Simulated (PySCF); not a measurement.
H2O3S. Atoms are numbered in the order given.

```xyz
6

O     -1.0935    -0.6938    -0.7500
S     -0.1904    -0.0114     0.1717
O     -0.0242     1.4477     0.2243
O      1.3128    -0.6805     0.0031
H     -0.4506    -0.4820     1.4525
H      1.9365     0.0778    -0.0186
```

The structure is a stationary point at PBE-D3(BJ)/def2-SVP. The values are those of a single conformer.

All values below come from TDA-M06-2X/def2-SVPD in PySCF 2.14.0.

Vertical excitations. Gas-phase values at a fixed geometry.

Computed excitation energies, oscillator strengths and character:
```
state  energy (eV)  λ (nm)      f                                                                      main pairs
-----  -----------  ------  -----  ------------------------------------------------------------------------------
S1            8.10     153  0.001             HOMO→LUMO 24 %, HOMO→LUMO+4 24 %, HOMO→LUMO+1 22 %, HOMO→LUMO+7 7 %
S2            8.37     148  0.007              HOMO→LUMO+1 38 %, HOMO→LUMO 30 %, HOMO→LUMO+6 7 %, HOMO→LUMO+2 6 %
S3            8.45     147  0.006    HOMO−1→LUMO+2 20 %, HOMO−1→LUMO+1 18 %, HOMO→LUMO+2 16 %, HOMO−1→LUMO+4 15 %
S4            8.58     145  0.006           HOMO→LUMO 26 %, HOMO→LUMO+2 13 %, HOMO−1→LUMO+2 10 %, HOMO−2→LUMO 8 %
S5            8.77     141  0.049                                                                HOMO−1→LUMO 71 %
S6            8.80     141  0.004                       HOMO−2→LUMO+2 50 %, HOMO−2→LUMO+6 17 %, HOMO−2→LUMO+7 8 %
S7            8.91     139  0.015      HOMO−2→LUMO+1 22 %, HOMO−2→LUMO 14 %, HOMO−1→LUMO+1 9 %, HOMO−1→LUMO+2 8 %
S8            8.98     138  0.089  HOMO−1→LUMO+1 24 %, HOMO−1→LUMO+2 18 %, HOMO−2→LUMO+1 16 %, HOMO−1→LUMO+6 10 %
S9            9.18     135  0.025      HOMO−3→LUMO 20 %, HOMO−3→LUMO+1 13 %, HOMO−3→LUMO+4 8 %, HOMO−3→LUMO+2 6 %
S10           9.20     135  0.042                           HOMO−2→LUMO 42 %, HOMO−1→LUMO+3 10 %, HOMO→LUMO+3 8 %
T1            7.60     163      0             HOMO→LUMO+2 32 %, HOMO→LUMO+4 26 %, HOMO→LUMO+1 18 %, HOMO→LUMO 7 %
T2            7.82     159      0           HOMO→LUMO+1 25 %, HOMO→LUMO+2 17 %, HOMO→LUMO+6 15 %, HOMO−1→LUMO 9 %
T3            7.86     158      0     HOMO−1→LUMO+2 29 %, HOMO−1→LUMO 21 %, HOMO−1→LUMO+4 14 %, HOMO−1→LUMO+6 9 %
T4            7.98     155      0                                          HOMO−1→LUMO+1 40 %, HOMO−1→LUMO+4 16 %
```
Triplets are in the Tamm–Dancoff approximation.
